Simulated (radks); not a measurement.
The numbers below are computed, except where a source is named.
Ionisation of Hf, [Xe] 4f14 5d2 6s2, to Hf+, [Xe] 4f14 5d1 6s2, under several functionals. Dirac Kohn-Sham, spin-unpolarised, spherical densities, finite nucleus; open shells fill j = l - 1/2 first; a radial shooting solver on a logarithmic mesh with Libxc functionals.

| functional | E(Hf) (hartree) | Exc (hartree) | IE (eV) | -e(HOMO) (eV) | <r> HOMO (bohr) | IE error (eV) |
|---|---|---|---|---|---|---|
| Wu-Cohen GGA | -15094.5294 | -308.5633 | 6.749 | 2.849 | 2.452 | -0.076 |
| BP86 | -15097.5559 | -311.6145 | 6.848 | 2.957 | 2.456 | +0.023 |
| BLYP | -15096.5583 | -310.5973 | 6.574 | 2.688 | 2.468 | -0.251 |
| RPBE | -15096.1008 | -310.1431 | 6.629 | 2.771 | 2.470 | -0.196 |
| LDA (Slater exchange, Perdew-Zunger correlation) | -15086.5979 | -300.5588 | 6.934 | 3.011 | 2.443 | +0.109 |
| PW91 | -15097.2033 | -311.2634 | 6.761 | 2.874 | 2.460 | -0.064 |
| HCTH/407 | -15104.5645 | -318.9800 | 6.858 | 2.960 | 2.438 | +0.032 |
| exchange-only LDA | -15079.2051 | -293.0686 | 5.782 | 1.997 | 2.519 | -1.043 |

NIST Atomic Spectra Database: 6.825 eV (measured). Closest: BP86. The Delta-SCF values span 1.15 eV, the total energies 25.36 hartree. The highest occupied level is 5d3/2. Spin polarisation and multiplet splitting are left out, so open shells lie too high by an amount that depends on their filling.

Beside tabulated values, note that spin-unpolarised runs miss the spin-polarisation part of the exchange energy of open shells.
